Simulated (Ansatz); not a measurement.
A structure relaxed at PBE-D4/def2-SVP in Ansatz, charge 1, doublet:

Cartesian coordinates in Å:
```
K -3.059 -2.591 -0.024
K 0.530 -0.640 0.970
K 3.089 2.555 0.012
K -1.215 1.467 -2.123
H 0.872 1.737 -0.809
H 2.689 0.565 1.404
H -1.058 -2.535 1.407
H -1.848 -0.558 -0.837
```

Task: Give its formula and point group.

Result: the cluster K4H4⁺. Point group C2v (tolerance 0.1 Å).

Task: Summarise the bond lengths by kind (pairs closer than 1.2 times the sum of covalent radii, bridged metal pairs left out).

Result: 1 × K–K 4.13 Å; 8 × H–K 2.46 to 2.51 Å.

Another isomer (doublet) lies 1.92 eV lower at PBE0-D4/def2-TZVP; other spin states weren't run for this one.
